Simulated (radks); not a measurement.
Q: Valence configurations of neutral germanium (all share [Ar]). Calculated with a radial shooting solver on a logarithmic mesh with Libxc functionals: Dirac Kohn-Sham, PBE, spin-unpolarised, spherical densities, finite nucleus; open shells fill j = l - 1/2 first; Fermi nuclear charge, rms radius 4.0742 fm. Order these by energy: 3d10 4s2 4p2; 3d10 4s1 4p3; 3d10 4s1.5 4p2.5; 3d8.5 4s0.5 4p5; 3d9 4s2 4p3; 3d8.5 4s1 4p4.5; 3d9.5 4s2 4p2.5; 3d8 4s2 4p4; 3d9.5 4s1 4p3.5.

A: From the lowest, in eV above it: 3d10 4s2 4p2 0.000; 3d10 4s1.5 4p2.5 3.971; 3d10 4s1 4p3 8.013; 3d9.5 4s2 4p2.5 13.617; 3d9.5 4s1 4p3.5 22.157; 3d9 4s2 4p3 29.370; 3d8.5 4s1 4p4.5 56.861; 3d8.5 4s0.5 4p5 61.700; 3d8 4s2 4p4 67.582. NIST lists [Ar] 3d10 4s2 4p2 as the ground configuration; this level of theory agrees among the configurations tried. The energies are those of spherical spin-averaged densities, not of single terms.
